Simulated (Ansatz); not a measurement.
GeH6OSSi can be A, `[OH][GeH2][SiH2]S`, or B, `[SiH3][O][GeH2][SH]`.

Program: Ansatz. Geometries: PBE0-D4/def2-TZVP. ΔE: electronic, gas phase. CCSD(T)/CBS is the MP2 limit (def2-TZVPP, def2-QZVPP) plus CCSD(T) − MP2 in def2-TZVPP, frozen cores. DFT in def2-TZVPP. B3LYP here is the variant with VWN-RPA as its local correlation; programs differ in this. For Ge outer-core shells are correlated without core-valence functions, which leaves a few kJ/mol of doubt a bond. Scalar relativity is left out up to krypton. Each species was taken in one conformer, which may not be the lowest.

Problem. Which is lower in electronic energy at CCSD(T)/CBS, and by how much? (Estimate.)

Solution. Computed: B, by 20.5 kcal/mol.

Problem. Give E(B) − E(A) in kcal/mol with B3LYP, PBE-D4, r2SCAN-D4, CCSD(T)/def2-TZVPP, B2PLYP, B3LYP-D4, CCSD/def2-TZVPP. (Best estimate.)

Solution. The calculation gave: B3LYP -20.8, PBE-D4 -15.1, r2SCAN-D4 -19.4, CCSD(T)/def2-TZVPP -21.7, B2PLYP -21.9, B3LYP-D4 -20.7, CCSD/def2-TZVPP -22.4. None reverses the order clearly.

Largest T1 diagnostic: 0.012.

From PBE to PBE0 (25 % exact exchange), in def2-TZVPP and without D4, E(B) − E(A) moves by −1.9 kcal/mol. In def2-TZVPP, CCSD(T) changes the Hartree–Fock value by +6.5 kcal/mol (the triples alone add +0.7 kcal/mol) and MP2 by +5.7 kcal/mol.
